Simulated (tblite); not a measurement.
C₆H₉BrF₂O.
Numbering: `[CH3:1][CH:2]([CH3:3])[C@@H:4]([F:5])[C@@H:6]([F:7])[C:8](=[O:9])[Br:10]` (hydrogens: H11, H12, H13 on C1; H14 on C2; H15, H16, H17 on C3; H18 on C4; H19 on C6)

Computed with GFN2-xTB (tblite), gas phase: L-BFGS steps from a force-field or distance-geometry start until the largest atomic force falls under 0.01 eV/Å.

The end geometry, which sets the zero of energy:
```
atom  x, y, z in Å
C1     -2.0139   -0.7386   -0.7780
C2     -0.6704   -0.0101   -0.7208
C3     -0.8863    1.4991   -0.6411
C4      0.1184   -0.5375    0.4828
F5      0.3308   -1.8895    0.3211
C6      1.4917    0.1319    0.7033
F7      1.9555   -0.1769    1.9497
C8      2.4626   -0.2903   -0.3751
O9      2.3811    0.0113   -1.5182
Br10    3.8938   -1.4130    0.2499
H11    -2.6244   -0.4772    0.0840
H12    -2.5507   -0.4585   -1.6800
H13    -1.8653   -1.8151   -0.7861
H14    -0.1016   -0.2474   -1.6254
H15    -1.2693    1.7839    0.3368
H16    -1.6150    1.7962   -1.3904
H17     0.0308    2.0480   -0.8395
H18    -0.4569   -0.4304    1.4126
H19     1.3792    1.2232    0.6688
```

Task: These geometries come from the run, each turned onto the end geometry. Order them by energy, lowest first.
A.
```
atom  x, y, z in Å
C1     -2.0973   -0.6557   -0.7557
C2     -0.6928   -0.0438   -0.6940
C3     -0.7220    1.4858   -0.6718
C4      0.0357   -0.6308    0.5236
F5      0.0979   -1.9986    0.4004
C6      1.4498   -0.0711    0.7357
F7      2.0009   -0.6035    1.8724
C8      2.3887   -0.3161   -0.4335
O9      2.1674   -0.7036   -1.5263
Br10    4.2204    0.1796    0.0356
H11    -2.6838   -0.4161    0.1300
H12    -2.6387   -0.2968   -1.6286
H13    -2.0181   -1.7396   -0.8264
H14    -0.1678   -0.3531   -1.5999
H15    -1.3678    1.8555    0.1229
H16    -1.1167    1.8445   -1.6187
H17     0.2796    1.9060   -0.5746
H18    -0.5266   -0.4468    1.4455
H19     1.3812    1.0133    0.9177
```
B.
```
atom  x, y, z in Å
C1     -2.0886   -0.6821   -0.7704
C2     -0.7000   -0.0368   -0.7374
C3     -0.8186    1.4809   -0.6304
C4      0.1002   -0.6048    0.4417
F5      0.3354   -1.9445    0.2186
C6      1.4601    0.0782    0.6948
F7      1.8967   -0.2197    1.9538
C8      2.4742   -0.3272   -0.3507
O9      2.2998   -0.3229   -1.5191
Br10    4.1881   -0.8100    0.3727
H11    -2.6699   -0.3956    0.1078
H12    -2.6146   -0.3588   -1.6668
H13    -2.0059   -1.7668   -0.7992
H14    -0.1672   -0.2930   -1.6592
H15    -1.1273    1.7642    0.3742
H16    -1.5653    1.8450   -1.3311
H17     0.1196    1.9749   -0.8751
H18    -0.4758   -0.5435    1.3762
H19     1.3493    1.1718    0.6537
```
C.
```
atom  x, y, z in Å
C1     -2.1058   -0.6007   -0.6835
C2     -0.6688   -0.0697   -0.6963
C3     -0.7633    1.4824   -0.6870
C4      0.0775   -0.6686    0.4909
F5      0.1868   -2.0281    0.3381
C6      1.4863   -0.0989    0.7342
F7      1.9998   -0.8121    1.7807
C8      2.4299   -0.2815   -0.4251
O9      2.1713   -0.8123   -1.4683
Br10    4.1959    0.4170   -0.1040
H11    -2.6932   -0.1127    0.0879
H12    -2.5240   -0.3410   -1.6491
H13    -2.1178   -1.6744   -0.5149
H14    -0.1879   -0.4049   -1.6042
H15    -1.6818    1.8367   -0.2375
H16    -0.7978    1.7555   -1.7243
H17     0.0767    1.9772   -0.2088
H18    -0.4776   -0.5005    1.3999
H19     1.3836    0.9456    1.0256
```
D.
```
atom  x, y, z in Å
C1     -2.1005   -0.6527   -0.7720
C2     -0.7061   -0.0248   -0.7291
C3     -0.8145    1.4979   -0.6505
C4      0.0794   -0.6256    0.4444
F5      0.2498   -1.9737    0.2123
C6      1.4654   -0.0050    0.7045
F7      1.9025   -0.3830    1.9454
C8      2.4926   -0.3669   -0.3495
O9      2.3004   -0.5654   -1.4969
Br10    4.3011   -0.3533    0.3554
H11    -2.6784   -0.3650    0.1047
H12    -2.6201   -0.3117   -1.6642
H13    -2.0360   -1.7374   -0.8085
H14    -0.1735   -0.3055   -1.6417
H15    -1.0723    1.8239    0.3544
H16    -1.6032    1.8356   -1.3166
H17     0.1092    1.9799   -0.9593
H18    -0.4908   -0.5509    1.3809
H19     1.3852    1.0927    0.7408
```
E.
```
atom  x, y, z in Å
C1     -2.0426   -0.7072   -0.7634
C2     -0.6770   -0.0216   -0.7188
C3     -0.8628    1.4911   -0.6428
C4      0.1166   -0.5758    0.4692
F5      0.3461   -1.9190    0.2593
C6      1.4779    0.1145    0.6982
F7      1.9391   -0.1675    1.9512
C8      2.4727   -0.2956   -0.3634
O9      2.3628   -0.0743   -1.5220
Br10    4.0094   -1.2332    0.3188
H11    -2.6256   -0.4479    0.1189
H12    -2.5856   -0.3901   -1.6492
H13    -1.9336   -1.7869   -0.8037
H14    -0.1219   -0.2704   -1.6289
H15    -1.2476    1.7886    0.3319
H16    -1.5844    1.7902   -1.3976
H17     0.0613    2.0251   -0.8494
H18    -0.4611   -0.5150    1.4020
H19     1.3462    1.2039    0.6441
```

Result: E (0.006 eV), B (0.026 eV), D (0.051 eV), A (0.138 eV), C (0.373 eV).

In the order of the answer:

```json
{"step": "93", "E above end (eV)": "0.006", "largest force (eV/Å)": "0.06", "rms force component (eV/Å)": "0.021", "rms distance from end (Å)": "0.071", "rms bond change (Å)": "0.001", "bond most changed (Å)": "C8–Br10 +0.002"}
{"step": "78", "E above end (eV)": "0.026", "largest force (eV/Å)": "0.22", "rms force component (eV/Å)": "0.049", "rms distance from end (Å)": "0.198", "rms bond change (Å)": "0.002", "bond most changed (Å)": "C8=O9 -0.004"}
{"step": "55", "E above end (eV)": "0.051", "largest force (eV/Å)": "0.10", "rms force component (eV/Å)": "0.030", "rms distance from end (Å)": "0.322", "rms bond change (Å)": "0.005", "bond most changed (Å)": "C8–Br10 +0.018"}
{"step": "26", "E above end (eV)": "0.138", "largest force (eV/Å)": "0.31", "rms force component (eV/Å)": "0.086", "rms distance from end (Å)": "0.478", "rms bond change (Å)": "0.008", "bond most changed (Å)": "C8–Br10 +0.031"}
{"step": "2", "E above end (eV)": "0.373", "largest force (eV/Å)": "1.83", "rms force component (eV/Å)": "0.412", "rms distance from end (Å)": "0.613", "rms bond change (Å)": "0.011", "bond most changed (Å)": "C2–C3 +0.028"}
```

What follows is the cost of the whole relaxation. Time: 1.2 s wall. Hardware: one thread, Arm Neoverse V1 (aarch64), shared host.
